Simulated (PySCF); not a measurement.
## Frontier orbitals and the lowest excitations

Species: C5H6F2O.
Numbering: `[F:1][CH:2]([F:3])[CH2:4][O:5][C:6]1=[CH:7][CH2:8]1` (hydrogens: H9 on C2; H10, H11 on C4; H12 on C7; H13, H14 on C8)

Structure used (GFN2-xTB), in Å, numbered top down from 1:
```xyz
14
C5H6F2O angstrom
F     -3.1888   -0.5450   -0.3911
C     -1.8617   -0.6299   -0.1377
F     -1.3148   -1.2563   -1.2043
C     -1.2717    0.7726    0.0524
O     -0.1333    0.7569    0.8832
C      0.9803    0.2867    0.3135
C      1.6453   -0.1871   -0.6970
C      2.4151    0.0142    0.5946
H     -1.7173   -1.2702    0.7460
H     -1.0389    1.1979   -0.9317
H     -2.0157    1.3914    0.5608
H      1.7013   -0.5296   -1.6978
H      2.6880   -0.8435    1.2013
H      3.1115    0.8415    0.6855
```

Computed with TDDFT CAM-B3LYP/def2-SVPD, vertical, gas phase, core orbitals frozen in the response in PySCF 2.14.0, density-fitted response routines.

Frontier orbitals with the atoms that hold most of them (Löwdin shares over 4%, at most four atoms; ? is withheld):

```json
{"orbital": "LUMO+2", "ε (eV)": "1.81", "atoms": "O5 17%, H9 14%, C7 12%, H10 9%"}
{"orbital": "LUMO+1", "ε (eV)": "1.62", "atoms": "C6 12%, O5 12%, C2 11%, F1 11%"}
{"orbital": "LUMO", "ε (eV)": "?", "atoms": "?"}
{"orbital": "HOMO", "ε (eV)": "-8.09", "atoms": "?"}
{"orbital": "HOMO-1", "ε (eV)": "-10.33", "atoms": "C8 38%, C6 22%, C7 18%, O5 8%"}
{"orbital": "HOMO-2", "ε (eV)": "-11.01", "atoms": "C7 23%, O5 22%, C8 14%, C6 13%"}
{"orbital": "HOMO-3", "ε (eV)": "-11.34", "atoms": "O5 20%, C4 14%, C2 13%, F1 10%"}
```

(1) Which atoms hold the LUMO, and with what shares?

(2) Which atoms hold the HOMO, and with what shares?

(3) What is the LUMO energy, and the HOMO–LUMO gap?

## Answers

(1) C4 (bonded to C, O and 2 H) 16%; C2 (bonded to C, 2 F and H) 13%; O5 (bonded to 2 C) 12%; C6 (bonded to 2 C and O) 10%. By element: carbon 38% or more, oxygen 12%.

(2) C7 (bonded to 2 C and H) 33%; C6 (bonded to 2 C and O) 22%; O5 (bonded to 2 C) 15%; C8 (bonded to 2 C and 2 H) 14%. By element: carbon 69% or more, oxygen 15%.

(3) ε(LUMO) = 1.35 eV; the gap is 9.44 eV (0.3471 hartree).

Task: How does S1 compare with the orbital gap of 9.44 eV?

Result: S1 is at 6.40 eV (f = 0.0093), 3.05 eV below the gap, made of HOMO→LUMO (51%), HOMO→LUMO+1 (41%). 

Next come S2 at 6.58 eV (f 0.103), HOMO→LUMO+3 (44%), HOMO→LUMO+2 (22%), HOMO→LUMO+1 (17%); S3 at 7.13 eV (f 0.028), HOMO→LUMO+4 (56%), HOMO→LUMO+3 (20%); S4 at 7.24 eV (f 0.018), HOMO→LUMO+2 (49%), HOMO→LUMO+4 (20%), HOMO→LUMO+3 (14%); S5 at 7.38 eV (f 0.0027), HOMO→LUMO (27%), HOMO→LUMO+1 (26%), HOMO→LUMO+4 (15%).

One conformer stands for the species.
